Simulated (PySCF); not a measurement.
Exercise with solution: dipole moment from atomic charges

2,3,3,3-tetrafluoropropene (C₃H₂F₄), SMILES C=C(F)C(F)(F)F. Atoms are numbered in the order given.

```xyz
9

C      1.0793     1.7147     0.0000
C      0.0157     0.9214     0.0000
F     -1.2374     1.3809     0.0000
C      0.0438    -0.5885     0.0000
F     -0.5803    -1.0768     1.0809
F     -0.5803    -1.0768    -1.0809
F      1.3016    -1.0461     0.0000
H      2.0798     1.2851     0.0000
H      0.9564     2.7990     0.0000
```

Geometry: B3LYP-D3(BJ)/def2-SVP.

Charges (e) from PBE/def2-TZVP in PySCF:

```
atom  Mulliken     IAO
----  --------  ------
C1      -0.291  -0.354
C2       0.127   0.235
F3      -0.139  -0.234
C4       0.376   0.763
F5      -0.121  -0.259
F6      -0.121  -0.259
F7      -0.129  -0.261
H8       0.154   0.187
H9       0.144   0.181
```

The dipole moment of the full density is 1.90 D.

What dipole moment does each set of point charges give, and which comes closer to that of the density?


μ = Σ q r, and 1 e Å = 4.8032 D.
Mulliken: Σ q r = (0.307, 0.201, 0.000) e Å, |μ| = 1.76 D.
IAO: Σ q r = (0.467, 0.415, 0.000) e Å, |μ| = 3.00 D.
Mulliken comes closer in size. Point charges leave out the atoms' own dipoles (lone pairs, polarised bonds); fits to the potential absorb them, partitions of the density don't.
